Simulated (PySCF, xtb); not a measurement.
CdI2, SMILES [I][Cd][I].

GFN2-xTB run with xtb at its own geometry gives an orbital gap of 4.03 eV and a dipole moment of 4.07 D.

The structure is a stationary point at r2SCAN-D4/def2-SVP. The isomer is the one that the SMILES or the coordinates give; other isomers of the formula were not compared. The def2 effective core potentials stand for the cores of Cd, I; spin–orbit coupling is left out.

What does HF/def2-TZVPD run with PySCF give? (An estimate is asked for; the answer gives what the named calculation found.)

gap 10.71 eV (levels -10.13 and 0.59 eV), dipole 0.00 D.
